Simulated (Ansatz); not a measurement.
Ansatz (a program for electronic structure) input (r2SCANh/def2-TZVPD):

Ansatz 0.2 input:
```yaml
crystal:
  periodic: [false, false, false]
  atoms:
    - {symbol: B, position_ang: [0.65371031, -0.02164797, -0.12540533]}
    - {symbol: F, position_ang: [1.43477377, -0.38896058, -1.08360252]}
    - {symbol: F, position_ang: [0.96515006, 0.47621150, 1.02159189]}
    - {symbol: O, position_ang: [-0.75478687, -0.19549439, -0.38191664]}
    - {symbol: C, position_ang: [-1.90707606, 0.13962701, 0.54775322]}
    - {symbol: H, position_ang: [-1.44215329, 0.54807012, 1.43719505]}
    - {symbol: H, position_ang: [-2.51281396, 0.86959562, 0.02207254]}
    - {symbol: H, position_ang: [-2.42024379, -0.79656762, 0.73834835]}
    - {symbol: H, position_ang: [-1.01190361, -0.57192356, -1.24367969]}
basis:
  gaussian:
    orbitals: def2-TZVPD
hamiltonian:
  xc: {name: r2SCANh}
total_charge: 1
output: {forces: true}
```

Output:

```
Functional definition: r2SCANh
integrals: 0.14 GiB planned
1121 factors; their error is unknown
mean field: 1.37 GiB planned
mean field evaluation 1: about -9243.0162 eV, gradient 8.9e1 eV
mean field evaluation 2: about -9234.6856 eV, gradient 1.2e2 eV
mean field evaluation 4: about -9254.2921 eV, gradient 2.7e0 eV
mean field evaluation 8: about -9254.3153 eV, gradient 9.6e-2 eV
mean field evaluation 16: about -9254.3033 eV, gradient 2.4e-4 eV
mean field -9254.30333648 eV, -340.0893748235 hartree, gradient 2.3e-5 eV, S^2 0.000000; 0 other end points of the search recorded, 0 dependent functions left out
the calculation of the forces begins
reference -9254.30335243 eV, -340.0893754097 hartree; 20, 20 occupied and 210, 210 virtual orbitals, 1121 factors
Total energy: -9254.30335243 eV, -340.0893754097 hartree
Atom 0 at     0.653710    -0.021648    -0.125405 Å, force     0.057518     0.012508     0.024881 eV/Å
Atom 1 at     1.434774    -0.388961    -1.083603 Å, force    -0.178216     0.068824     0.182260 eV/Å
Atom 2 at     0.965150     0.476212     1.021592 Å, force    -0.090179    -0.098010    -0.223476 eV/Å
Atom 3 at    -0.754787    -0.195494    -0.381917 Å, force     0.001743     0.012068     0.029061 eV/Å
Atom 4 at    -1.907076     0.139627     0.547753 Å, force     0.122097    -0.035886    -0.099002 eV/Å
Atom 5 at    -1.442153     0.548070     1.437195 Å, force     0.016402    -0.009797    -0.024323 eV/Å
Atom 6 at    -2.512814     0.869596     0.022073 Å, force     0.023944    -0.018240     0.001328 eV/Å
Atom 7 at    -2.420244    -0.796568     0.738348 Å, force     0.021741     0.015770    -0.013489 eV/Å
Atom 8 at    -1.011904    -0.571924    -1.243680 Å, force     0.024949     0.052763     0.122760 eV/Å
Dipole moment:    -1.069354    -0.127908    -0.182568 e Å
```

It need not be the lowest isomer of its formula.
